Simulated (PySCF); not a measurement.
Record of a relaxation.

Species: C7H10.
SMILES with atom numbers: `[CH2:1]=[CH:2]/[CH:3]=[CH:4]/[CH:5]=[CH:6]/[CH3:7]` (hydrogens: H8, H9 on C1; H10 on C2; H11 on C3; H12 on C4; H13 on C5; H14 on C6; H15, H16, H17 on C7)

Computed by this run: PySCF, LC-wPBE/def2-SV(P) geometry optimisation, gas phase; density fitting, grid level 1; the optimiser is geomeTRIC in internal coordinates, started from a GFN2-xTB structure. The frame can shift and turn from step to step; on so coarse a grid that alone can change the energy by a few meV, and forces under 0.02 eV/Å are noise.

Step 0: E = -7409.5659 eV, largest atomic force 0.802 eV/Å
```
atom  x, y, z in Å  |  force x, y, z in eV/Å
C1      3.867    0.437    0.310   -0.266  -0.233  -0.107
C2      2.741   -0.222    0.038    0.474   0.090   0.040
C3      1.425    0.298    0.292   -0.718  -0.319  -0.139
C4      0.290   -0.368    0.019    0.729   0.306   0.132
C5     -1.025    0.151    0.274   -0.496  -0.208  -0.094
C6     -2.153   -0.509    0.000   -0.111   0.452   0.209
C7     -3.523    0.013    0.256    0.351  -0.182  -0.084
H8      4.837    0.017    0.109    0.609  -0.327  -0.156
H9      3.852    1.422    0.746   -0.069   0.642   0.286
H10     2.789   -1.212   -0.400    0.086  -0.474  -0.212
H11     1.372    1.287    0.729   -0.098   0.485   0.221
H12     0.343   -1.356   -0.420    0.103  -0.476  -0.212
H13    -1.077    1.139    0.716   -0.089   0.482   0.214
H14    -2.103   -1.497   -0.441    0.157  -0.508  -0.229
H15    -3.489    1.008    0.693   -0.057   0.446   0.198
H16    -4.060   -0.651    0.935   -0.294  -0.230   0.288
H17    -4.091    0.055   -0.673   -0.309   0.055  -0.355
```

Step 1: E = -7409.6335 eV, largest atomic force 0.237 eV/Å
```
atom  x, y, z in Å  |  force x, y, z in eV/Å
C1      3.742    0.481    0.139    0.158   0.104   0.048
C2      2.613   -0.178   -0.121   -0.130  -0.112  -0.053
C3      1.273    0.345    0.139    0.166   0.147   0.072
C4      0.141   -0.319   -0.122   -0.169  -0.150  -0.072
C5     -1.199    0.201    0.138    0.102   0.129   0.063
C6     -2.328   -0.461   -0.125    0.011  -0.184  -0.087
C7     -3.708    0.048    0.129   -0.119   0.059   0.027
H8      4.725    0.045   -0.074   -0.063   0.019   0.007
H9      3.727    1.487    0.580    0.000  -0.060  -0.029
H10     2.663   -1.183   -0.563    0.004   0.044   0.021
H11     1.215    1.351    0.580   -0.004  -0.051  -0.025
H12     0.200   -1.324   -0.563    0.005   0.051   0.025
H13    -1.255    1.206    0.581   -0.002  -0.046  -0.023
H14    -2.251   -1.466   -0.568   -0.008   0.074   0.036
H15    -3.691    1.057    0.574   -0.001  -0.039  -0.016
H16    -4.258   -0.620    0.816    0.025   0.019  -0.022
H17    -4.293    0.095   -0.806    0.025  -0.004   0.029
```

Step 2: E = -7409.6342 eV, largest atomic force 0.086 eV/Å
```
atom  x, y, z in Å  |  force x, y, z in eV/Å
C1      3.744    0.473    0.134    0.012  -0.017  -0.009
C2      2.606   -0.175   -0.121   -0.001   0.044   0.018
C3      1.273    0.361    0.147    0.020  -0.057  -0.023
C4      0.138   -0.304   -0.115   -0.006   0.069   0.028
C5     -1.201    0.216    0.145    0.029  -0.075  -0.032
C6     -2.321   -0.462   -0.125   -0.033   0.051   0.022
C7     -3.708    0.036    0.125   -0.028  -0.008  -0.003
H8      4.718    0.024   -0.087    0.006   0.007   0.003
H9      3.745    1.478    0.573   -0.005  -0.004  -0.002
H10     2.645   -1.180   -0.561    0.003   0.004   0.003
H11     1.221    1.365    0.587   -0.005  -0.010  -0.005
H12     0.199   -1.308   -0.555    0.004   0.007   0.004
H13    -1.266    1.219    0.587   -0.005  -0.014  -0.007
H14    -2.232   -1.463   -0.567    0.001   0.010   0.006
H15    -3.702    1.044    0.569    0.005  -0.004  -0.002
H16    -4.254   -0.637    0.808    0.002  -0.002   0.001
H17    -4.289    0.078   -0.812    0.001  -0.002  -0.001
```

Step 3: E = -7409.6341 eV, largest atomic force 0.090 eV/Å
```
atom  x, y, z in Å  |  force x, y, z in eV/Å
C1      3.750    0.483    0.136   -0.083  -0.031  -0.016
C2      2.614   -0.172   -0.120    0.027   0.013   0.007
C3      1.277    0.353    0.144   -0.074  -0.013  -0.007
C4      0.140   -0.312   -0.118    0.061   0.002   0.001
C5     -1.201    0.204    0.140   -0.040   0.016   0.006
C6     -2.330   -0.464   -0.125    0.037   0.032   0.014
C7     -3.715    0.040    0.128    0.052  -0.005  -0.003
H8      4.726    0.040   -0.082    0.023  -0.012  -0.005
H9      3.744    1.486    0.575   -0.003   0.028   0.013
H10     2.661   -1.176   -0.559    0.005  -0.023  -0.009
H11     1.220    1.356    0.583   -0.005   0.029   0.013
H12     0.203   -1.315   -0.558    0.006  -0.029  -0.013
H13    -1.263    1.206    0.581   -0.004   0.029   0.013
H14    -2.248   -1.465   -0.567    0.001  -0.039  -0.016
H15    -3.704    1.047    0.572    0.002   0.017   0.007
H16    -4.261   -0.631    0.812   -0.003  -0.011   0.009
H17    -4.297    0.084   -0.808   -0.003  -0.002  -0.014
```

Step 4: E = -7409.6347 eV, largest atomic force under 0.02 eV/Å
```
atom  x, y, z in Å  |  force x, y, z in eV/Å
C1      3.744    0.485    0.137   -0.012  -0.007  -0.007
C2      2.612   -0.174   -0.121    0.003   0.006   0.004
C3      1.274    0.351    0.143   -0.007  -0.006  -0.005
C4      0.140   -0.316   -0.120    0.005   0.004   0.003
C5     -1.199    0.202    0.140   -0.011   0.003   0.000
C6     -2.327   -0.465   -0.126    0.006   0.007   0.004
C7     -3.710    0.042    0.129    0.012  -0.004  -0.002
H8      4.723    0.046   -0.080    0.007  -0.004  -0.001
H9      3.733    1.489    0.576   -0.002   0.009   0.004
H10     2.662   -1.178   -0.560    0.002  -0.005  -0.002
H11     1.215    1.354    0.582   -0.001   0.008   0.004
H12     0.203   -1.319   -0.560    0.002  -0.006  -0.003
H13    -1.260    1.206    0.581    0.000   0.008   0.004
H14    -2.247   -1.467   -0.567    0.000  -0.012  -0.004
H15    -3.697    1.049    0.573    0.001   0.004   0.002
H16    -4.258   -0.628    0.814   -0.002  -0.004   0.003
H17    -4.294    0.087   -0.807   -0.002  -0.001  -0.004
```

Step 5: E = -7409.6347 eV, largest atomic force under 0.02 eV/Å
```
atom  x, y, z in Å  |  force x, y, z in eV/Å
C1      3.745    0.482    0.134    0.006   0.012   0.005
C2      2.610   -0.172   -0.121   -0.004  -0.012  -0.005
C3      1.274    0.357    0.145    0.006   0.017   0.007
C4      0.140   -0.308   -0.117   -0.003  -0.013  -0.006
C5     -1.201    0.208    0.142    0.016   0.002   0.000
C6     -2.325   -0.464   -0.125   -0.010  -0.003  -0.001
C7     -3.710    0.036    0.127   -0.007   0.002   0.001
H8      4.722    0.039   -0.084   -0.005   0.002   0.000
H9      3.739    1.487    0.573    0.000  -0.002  -0.002
H10     2.655   -1.176   -0.560   -0.001   0.001   0.001
H11     1.218    1.361    0.584    0.000  -0.003  -0.001
H12     0.202   -1.312   -0.557   -0.001   0.001   0.001
H13    -1.265    1.211    0.584   -0.001  -0.005  -0.003
H14    -2.239   -1.467   -0.567    0.001   0.005   0.003
H15    -3.702    1.043    0.572   -0.001  -0.003  -0.001
H16    -4.256   -0.637    0.811    0.001   0.001  -0.001
H17    -4.292    0.078   -0.809    0.001  -0.001   0.002
```

Problem. Summarise the path.

Solution. The energy falls by 1.59 kcal/mol from step 0 to step 5; nine tenths of that is first reached at step 1. It never rises by more than 0.2 meV. The largest force goes from 0.802 to under 0.02 eV/Å. Among the bonds C4–C5 changes most (a near tie, within 0.001 Å, with another), from 1.437 to 1.460 Å; the atoms move by 0.036 Å rms after alignment.

What follows is the cost of the whole optimisation. The run took 59 s wall on Arm Neoverse V1, one thread, on a shared host, and the process peaked at 0.56 GiB of memory.
